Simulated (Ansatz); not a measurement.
Consider the isomerisation: `[CH]1=[CH][GeH2][AlH]1` → `[GeH3][Al]1[CH]=[CH]1`.

Computed with Ansatz on PBE0-D4/def2-TZVP structures; ΔE is electronic, products minus reactants. CCSD(T)/CBS adds triple-zeta CCSD(T) − MP2 to the extrapolated MP2 energy (def2 sets, frozen cores). Functionals use def2-TZVPP. For Ge outer-core shells are correlated without core-valence functions, which leaves a few kJ/mol of doubt a bond. Scalar relativity is left out up to krypton.

`[CH]1=[CH][GeH2][AlH]1`:

Cartesian coordinates in Å:
```
C -1.145 0.544 0.558
C -0.142 1.040 -0.200
Ge 1.195 -0.361 -0.644
Al -0.595 -1.309 0.736
H -1.963 1.185 0.885
H -0.104 2.086 -0.512
H 1.328 -0.579 -2.166
H 2.605 -0.011 -0.124
H -1.178 -2.595 1.467
```

`[GeH3][Al]1[CH]=[CH]1`:

```xyz
9

Ge    2.015   -0.487   -0.536
Al   -0.296    0.083    0.067
C    -1.694    0.956    0.925
C    -2.152   -0.013    0.084
H     2.102   -1.013   -1.978
H     2.539   -1.587    0.404
H     2.944    0.731   -0.408
H    -2.273    1.628    1.557
H    -3.184   -0.299   -0.116
```

```
             level  ΔE (kJ/mol)
        r2SCANh-D4         63.6
    MP2/def2-TZVPP         74.3
CCSD(T)/def2-TZVPP         71.3
    CCSD/CBS(def2)         71.5
```

Problem. What does CCSD(T)/CBS give? (Best estimate.)

Solution. The calculation gave: +72.4 kJ/mol. The listed levels differ from it by -8.8, 1.9, -1.1, -0.9 kJ/mol.

Largest T1 diagnostic among the species: 0.013.

The D4 term adds +6.1 kJ/mol with B3LYP and +3.0 kJ/mol with PBE0; it sums over pairs of atoms, weighted by their polarisabilities, and B3LYP, whose exchange is more repulsive, gets the larger term. In def2-TZVPP, CCSD(T) changes the Hartree–Fock value by +5.0 kJ/mol (the triples alone add +0.9 kJ/mol) and MP2 by +8.0 kJ/mol. From BLYP to BHLYP (50 % exact exchange), in def2-TZVPP and without D4, ΔE moves by +7.0 kJ/mol.

B3LYP here is the variant with VWN-RPA as its local correlation; programs differ in this.
